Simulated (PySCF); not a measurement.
## Effect of structural changes

Level of theory: PySCF 2.14.0, TDDFT PBE0/def2-SVPD circular dichroism and optical rotation, one conformer, gas phase. Geometry: GFN2-xTB.

Each molecule in one low-energy conformer. The parent is C[C@@H]1[C@@H]2C[C@H]1[C@H](N)C2.

The molecule is flexible and this is one conformer; a measurement averages over conformers.

(1) How does the specific rotation at 589.3 nm (origin-invariant length gauge) change along this series?
- C[C@@H]1[C@@H]2C[C@H]1[C@H](N)C2 (base)
- C[C@@H]1[C@@H]2C[C@H]1[C@@H](N)C2 (diastereomer)
- C[C@@H]1[C@H]2C[C@@H]1[C@H](N)C2 (diastereomer)

Answers

(1) 
| molecule | [α]589 (deg dm⁻¹ (g/mL)⁻¹) | S1 (eV) | R(S1), velocity form (10⁻⁴⁰ esu² cm²) |
| --- | --- | --- | --- |
| C[C@@H]1[C@@H]2C[C@H]1[C@H](N)C2 | +30.4 | 6.25 | -4.1 |
| C[C@@H]1[C@@H]2C[C@H]1[C@@H](N)C2 | -31.9 | 6.22 | +0.5 |
| C[C@@H]1[C@H]2C[C@@H]1[C@H](N)C2 | +25.1 | 6.21 | -3.3 |

The specific rotation at 589.3 nm (origin-invariant length gauge) is lowest for C[C@@H]1[C@@H]2C[C@H]1[C@@H](N)C2 and highest for C[C@@H]1[C@@H]2C[C@H]1[C@H](N)C2.
